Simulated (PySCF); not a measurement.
F2H4OSi2.

```xyz
9

Si     2.0389     0.5650     0.3238
O      0.4757     0.0675     0.6476
Si    -1.0208    -0.3215     0.1523
F     -0.9465    -1.5240    -0.9182
F     -1.6831     0.9283    -0.6202
H      2.0125     1.9057    -0.3219
H      2.6984    -0.4172    -0.5792
H      2.7660     0.6364     1.6174
H     -1.8691    -0.7133     1.2820
```
Charge 0, spin multiplicity 1.

Coordinates come from a B3LYP-D3(BJ)/def2-SVP optimisation. The geometry has at least one imaginary mode, so it is a saddle point at that level. The values are those of a single conformer.

Method: HF/pcSseg-1 run with PySCF. Non-relativistic, no solvent.

### Question
Give the absolute GIAO shielding of each atom: isotropic value and principal components (ppm). (Estimate from the structure and the level; the computed values follow.)

### Answer

| atom | σ(iso) | σ11 | σ22 | σ33 | span |
|---|---|---|---|---|---|
| Si1 | 434.8 | 406.4 | 411.6 | 486.3 | 80.0 |
| O2 | 306.3 | 285.1 | 308.6 | 325.3 | 40.3 |
| Si3 | 470.6 | 449.1 | 461.3 | 501.3 | 52.3 |
| F4 | 353.3 | 306.9 | 329.3 | 423.7 | 116.8 |
| F5 | 353.2 | 306.7 | 329.3 | 423.8 | 117.1 |
| H6 | 27.1 | 23.6 | 25.7 | 31.8 | 8.2 |
| H7 | 27.1 | 23.6 | 25.7 | 31.8 | 8.2 |
| H8 | 27.2 | 23.9 | 25.4 | 32.3 | 8.3 |
| H9 | 27.8 | 24.2 | 24.8 | 34.4 | 10.1 |
